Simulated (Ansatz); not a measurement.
C2H4F2Si2 (`F[SiH](F)C#C[SiH3]`), charge 0, multiplicity 1.

Problem. Give a relaxed structure at PBE0-D4/def2-TZVP (Ansatz). (An estimate is asked.)

Solution. Ansatz gave: 
```xyz
10

F    -0.545    2.429    2.154
Si   -1.281    1.832    0.887
F    -1.380    2.983   -0.194
C    -0.297    0.471    0.217
C     0.323   -0.474   -0.226
Si    1.271   -1.890   -0.898
H    -2.638    1.421    1.273
H     2.617   -1.415   -1.297
H     1.384   -2.926    0.157
H     0.547   -2.430   -2.072
```
Point group Cs.
This is one stationary point; other conformers may exist.
